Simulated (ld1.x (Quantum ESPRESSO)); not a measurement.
## What the settings do to the PAW potential of zinc (Zn)

Base potential:

```
Element                 : Zn
Generator               : ld1.x (Quantum ESPRESSO) 7.5
Type                    : PAW
Functional              : PBEsol
Relativity              : scalar-relativistic
Frozen core             : [Ne]
Valence charge          : 20
Reference configuration : 3s2 3p6 3d10 4s1.5 4p0 (charge +0.5)
Partial waves           : 3s (bound): rcut 0.90, rcutus 1.10 bohr; 4s (bound): rcut 0.90, rcutus 1.10 bohr; 3p (bound): rcut 1.00, rcutus 1.10 bohr; 4p (bound, empty): rcut 1.00, rcutus 1.10 bohr; 3d (bound): rcut 1.15, rcutus 1.45 bohr; 3d channel at 0.3 Ry: rcut 1.15, rcutus 1.45 bohr
Local potential         : all-electron potential smoothed inside 1.45 bohr (lloc = -1)
Core correction         : Bessel-smoothed model core inside 0.55 bohr
Augmentation charge     : GAUSS, radius 0.70 bohr
```

Cutoffs, loose and tight: the cutoffs (Ry, on a coarse ladder) from which the occupation-weighted sum of valence levels, in a spherical-Bessel basis at the reference potential, stays within 10 and 1 mRy of its value at 400 Ry. They do not see the model core or the augmentation charge, which bear on the density cutoff. Test errors are all-electron minus pseudo excitation energies from the reference, over the configurations 3s2 3p6 3d10 4s2 4p0; 3s2 3p6 3d10 4s1 4p0; 3s2 3p6 3d10 4s0 4p0; 3s2 3p6 3d9 4s2 4p0; 3s1 3p6 3d10 4s2 4p0; 3s2 3p6 3d8 4s0 4p0; 3s2 3p6 3d9 4s0 4p0. A dash means not determined; rows that change the core or the reference have their own tests. The largest error is taken over the tests solved by every variant that gives reliable tests at all: 3s1 3p6 3d10 4s2 4p0; 3s2 3p6 3d10 4s0 4p0; 3s2 3p6 3d10 4s1 4p0; 3s2 3p6 3d10 4s2 4p0; 3s2 3p6 3d9 4s2 4p0.

| change | outcome | cutoff, loose | cutoff, tight | bound ghosts | largest test error (meV) |
| --- | --- | --- | --- | --- | --- |
| base | generated | 90 Ry | 160 Ry | none | -44 |
| waves 3d (bound): rcut 1.15, rcutus 2.02 bohr; 3d channel at 0.3 Ry: rcut 1.15, rcutus 2.02 bohr | generated | 80 Ry | 140 Ry | none | -168 |
| local potential all-electron potential smoothed inside 1.30 bohr (lloc = -1) | generated | 90 Ry | 140 Ry | none | +61 |
| core correction Bessel-smoothed model core inside 0.42 bohr | generated | 90 Ry | 160 Ry | none | -44 |
| reference 3s2 3p6 3d9 4s0 4p0 | generated | 90 Ry | 160 Ry | none | -23 over the solved tests; 1 of 7 tests not solved or not reliable |
| local potential all-electron potential smoothed inside 1.35 bohr (lloc = -1) | generated | 90 Ry | 160 Ry | none | -44 |
| wave 3d channel at 0.3 Ry: rcut 1.15, rcutus 1.45 bohr becomes 3d channel at -0.52 Ry: rcut 1.15, rcutus 1.45 bohr | generated | 90 Ry | 160 Ry | none | -43 |
| waves 3s (bound): rcut 0.90, rcutus 0.98 bohr; 4s (bound): rcut 0.90, rcutus 0.98 bohr | generated | 90 Ry | 160 Ry | none | -45 |
| augmentation PSQ, radius 0.95 bohr | generated | 90 Ry | 160 Ry | none | -38 |
| all radii but the core radius scaled by about 0.88 (s 0.96, p 0.96, d 1.28 bohr, rcut 0.80/0.88/1.00); local potential all-electron potential smoothed inside 1.28 bohr (lloc = -1); augmentation GAUSS, radius 0.62 bohr | generated | 110 Ry | 200 Ry | none | -22 |
| waves 3p (bound): rcut 1.00, rcutus 1.12 bohr; 4p (bound): rcut 1.00, rcutus 1.12 bohr | generated | 90 Ry | 160 Ry | none | -44 |
